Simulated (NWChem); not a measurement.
System: C2H3CaFO2

Here is an NWChem input.

```
start job
memory heap 200 mb stack 900 mb global 1100 mb
geometry units angstroms
  Ca     0.207920    -1.370808     0.000000
  F      0.108980    -3.413600     0.000000
  C      0.373437     2.815661     0.000000
  C      0.331394     1.301119     0.000000
  O      0.300108     0.683951    -1.118025
  O      0.300108     0.683951     1.118025
  H      0.869566     3.185891     0.899805
  H      0.869566     3.185891    -0.899805
  H     -0.655737     3.195633     0.000000
end
basis spherical
  * library 3-21g
end
dft
  xc b3lyp
  iterations 150
end
driver
  maxiter 120
end
task dft optimize
task dft freq
```

The level has its own optimisation; frequencies are unscaled.

Q: Predict the main results of this run. (B3LYP/3-21G.) Quantities: r Ca–F (Å); r C–Ca (Å); r Ca–O (Å); r C–C (Å); highest harmonic frequency (cm⁻¹); lowest (cm⁻¹); zero-point energy (kcal/mol); dipole (D).

A: 
```
Item                               Value
---------------------------------  -----
r Ca–F (Å)                         2.094
r C–Ca (Å)                         2.703
r Ca–O (Å)                         2.349
r C–C (Å)                          1.514
highest harmonic frequency (cm⁻¹)   3180
lowest (cm⁻¹)                          8
zero-point energy (kcal/mol)        32.7
dipole (D)                          2.09
```
